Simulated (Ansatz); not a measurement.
`[NH2][Sn][Br]` + ethane → `C[CH2][Sn][Br]` + NH₃ at 400 K and 1 bar (formal exchange of groups at the Sn–N bond).

Computed with Ansatz on PBE0-D4/def2-TZVP structures; ΔE is electronic, products minus reactants. CBS: MP2 limit from def2 TZ/QZ plus the TZ coupled-cluster correction, frozen cores. This one scheme is used for every species. def2 core potentials past Kr. For Br, Sn outer-core shells are correlated without core-valence functions, which leaves a few kJ/mol of doubt a bond. Scalar relativity is left out up to krypton. Each species was taken in one conformer, which may not be the lowest.

```json
{"species": "`[NH2][Sn][Br]`", "CCSD(T)/CBS energy (Eh)": "-2843.33195", "H − E (kJ/mol)": "90.0", "S (J/(mol·K))": "342.2"}
{"species": "`CC`", "CCSD(T)/CBS energy (Eh)": "-79.71954", "H − E (kJ/mol)": "213.5", "S (J/(mol·K))": "244.3"}
{"species": "`C[CH2][Sn][Br]`", "CCSD(T)/CBS energy (Eh)": "-2866.51200", "H − E (kJ/mol)": "199.7", "S (J/(mol·K))": "395.8"}
{"species": "NH₃", "CCSD(T)/CBS energy (Eh)": "-56.50880", "H − E (kJ/mol)": "104.2", "S (J/(mol·K))": "203.1"}
```

H − E and S are ideal-gas, rigid-rotor, harmonic terms from PBE0-D4/def2-TZVP, for one conformer and one mirror image of each species. 1 Eh = 2625.50 kJ/mol, R = 8.31446 J/(mol·K).

By hand: ΔE, ΔH, ΔS and ΔG.

ΔE = (-2866.51200) + (-56.50880) − (-2843.33195) − (-79.71954) = 0.03069 Eh = 80.6 kJ/mol. Δ(H − E) = 199.7 + 104.2 − 90.0 − 213.5 = 0.4, so ΔH = 81.0 kJ/mol. ΔS = 395.8 + 203.1 − 342.2 − 244.3 = 12.4 J/(mol·K). ΔG = 81.0 − 400 × (12.4)/1000 = 76.0 kJ/mol.

By hand: the equilibrium constant, and the temperature at which ΔG would vanish if ΔH and ΔS stayed fixed.

log₁₀ K = −ΔG/(RT ln 10) = -9.9. ΔG = 0 at ΔH/ΔS = 6532 K, far beyond where these terms or the molecules hold.

The number of gas molecules stays the same, so ΔS is small and ΔH decides. A doubt of 5 kJ/mol in ΔE shifts log₁₀ K by 0.7 here. Other conformers and mirror images would add mixing entropy, several J/(mol·K) or more a flexible species. Modes under 60 cm⁻¹, often nearly free rotors, make the harmonic entropy too high. These are equilibria of isolated gas molecules and say nothing of rates. Largest T1 diagnostic: 0.014 (customary marks: 0.02 for closed shells, 0.045 for open ones).
